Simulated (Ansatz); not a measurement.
C2H4BO, SMILES `C=C[B-]O` (excited triplet; C–C–B–O torsion -180°, C–B–O–H torsion 0°) (charge -1, multiplicity 3). This triplet is an excited state, 0.52 eV above the relaxed singlet at the level frozen-core CCSD(T)/aug-cc-pVTZ // B3LYP-D3(BJ)/def2-TZVPD (Ansatz, a quantum-chemistry and plane-wave program).

Calculation: frozen-core fic-MRCISD+Q@CASSCF(2e,2o)/aug-cc-pVTZ // B3LYP-D3(BJ)/def2-TZVPD (Ansatz).

Ansatz 0.2 input:
```yaml
crystal:
  periodic: [false, false, false]
  atoms:
    - { symbol: C, position_ang: [-1.558941, 0.036873, -0.044656] }
    - { symbol: C, position_ang: [-0.157149, 0.003145, -0.093989] }
    - { symbol: B, position_ang: [0.877789, -0.017598, 0.961191] }
    - { symbol: O, position_ang: [2.278779, -0.051398, 0.853916] }
    - { symbol: H, position_ang: [-2.09097, 0.053464, 0.900957] }
    - { symbol: H, position_ang: [-2.164232, 0.047385, -0.944972] }
    - { symbol: H, position_ang: [0.263776, -0.01055, -1.116645] }
    - { symbol: H, position_ang: [2.55095, -0.061319, -0.08089] }
basis:
  gaussian: { orbitals: aug-cc-pVTZ }
correlation:
  method: fic_mrcisd_q
  active_space: { window: { electrons: 2, orbitals: 2 } }
total_charge: -1
magnetization:
  spin_polarized: false
  initial_magnetization: 2
```

Output:

```
Functional definition: HF
1594 factors; integrals over basis functions are off by at most 1.3e-3 eV
mean field evaluation 1: about -4829.8384 eV, gradient 2.7e1 eV
mean field evaluation 2: about -4829.8395 eV, gradient 2.7e1 eV
mean field evaluation 4: about -4832.4338 eV, gradient 6.2e0 eV
mean field evaluation 8: about -4832.8764 eV, gradient 8.5e-1 eV
mean field evaluation 16: about -4832.9759 eV, gradient 7.4e-2 eV
mean field evaluation 32: about -4832.9737 eV, gradient 6.8e-2 eV
mean field evaluation 64: about -4832.6407 eV, gradient 1.2e0 eV
mean field evaluation 96: about -4832.9752 eV, gradient 5.9e-2 eV
mean field evaluation 128: about -4832.1491 eV, gradient 7.0e0 eV
a density is far from that of the atoms, so the factors are made again for it
1645 factors; integrals over basis functions are off by at most 1.2e-3 eV
mean field evaluation 160: about -4832.9655 eV, gradient 1.2e-1 eV
mean field evaluation 192: about -4832.9378 eV, gradient 8.3e-1 eV
mean field evaluation 224: about -4832.9769 eV, gradient 3.3e-2 eV
mean field evaluation 256: about -4832.9779 eV, gradient 3.8e-2 eV
mean field -4832.97808644 eV, -177.6086687666 hartree, gradient 3.0e-6 eV, S^2 2.000000; 14 other end points of the search recorded, 0 dependent functions left out
reference -4832.97808644 eV, -177.6086687666 hartree; 16, 14 occupied and 260, 262 virtual orbitals, 1645 factors
state -4832.97808644 eV, -177.6086687666 hartree
contracted CI cycle   1: correlation 0.00000000 eV, 0.0000000000 hartree, residual 4.72e1 eV
contracted CI cycle   2: correlation -15.49829056 eV, -0.5695516730 hartree, residual 6.71e0 eV
contracted CI cycle   3: correlation -15.89817551 eV, -0.5842471737 hartree, residual 1.19e0 eV
contracted CI cycle   4: correlation -15.91181482 eV, -0.5847484092 hartree, residual 2.79e-1 eV
contracted CI cycle   5: correlation -15.91270825 eV, -0.5847812422 hartree, residual 7.78e-2 eV
contracted CI cycle   6: correlation -15.91276530 eV, -0.5847833388 hartree, residual 1.78e-2 eV
contracted CI cycle   7: correlation -15.91276874 eV, -0.5847834652 hartree, residual 5.05e-3 eV
contracted CI cycle   8: correlation -15.91276900 eV, -0.5847834747 hartree, residual 1.41e-3 eV
state -4832.97808644 eV, -177.6086687666 hartree; corrected -4851.39514943 eV, -178.2854833479 hartree
Total energy: -4851.39514943 eV, -178.2854833479 hartree
```
